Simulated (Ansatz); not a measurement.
`N[SiH](S)[GaH2]` and `S[SiH2][GaH2]` differ in one atom or group.

Ansatz, PBE0-D4/def2-TZVP geometries, multiplicity 1. Each molecule was computed in one conformer, which needn't be the lowest.

Scalar relativity is left out up to krypton.

```csv
property,`N[SiH](S)[GaH2]`
HOMO–LUMO gap (PBE0/def2-TZVPP) / eV,6.10
HOMO energy (PBE0/def2-TZVPP) / eV,-6.71
HOMO energy (B3LYP/def2-TZVPP) / eV,-6.52
LUMO energy (ωB97M-V/def2-TZVPP) / eV,1.04
LUMO energy (PBE/def2-TZVPP) / eV,-1.36
HOMO–LUMO gap (B3LYP/def2-TZVPP) / eV,5.69
```

Q: What does the change do to each property? (Best estimate.)

A: The calculation gave: 
| property | `S[SiH2][GaH2]` | shift |
| --- | --- | --- |
| HOMO–LUMO gap (PBE0/def2-TZVPP) / eV | 4.86 | -1.24 |
| HOMO energy (PBE0/def2-TZVPP) / eV | -7.01 | -0.30 |
| HOMO energy (B3LYP/def2-TZVPP) / eV | -6.81 | -0.29 |
| LUMO energy (ωB97M-V/def2-TZVPP) / eV | -0.44 | -1.48 |
| LUMO energy (PBE/def2-TZVPP) / eV | -2.92 | -1.56 |
| HOMO–LUMO gap (B3LYP/def2-TZVPP) / eV | 4.42 | -1.27 |

With PBE0 the HOMO falls by 0.30 eV and the LUMO falls by 1.54 eV, so the gap narrows by about 1.24 eV. PBE moves the HOMO by -0.26 eV and ωB97M-V by -0.35 eV. The zero-point energy changes by -50.4 kJ/mol with -6 modes.

B3LYP here is the variant with VWN-RPA as its local correlation; programs differ in this.
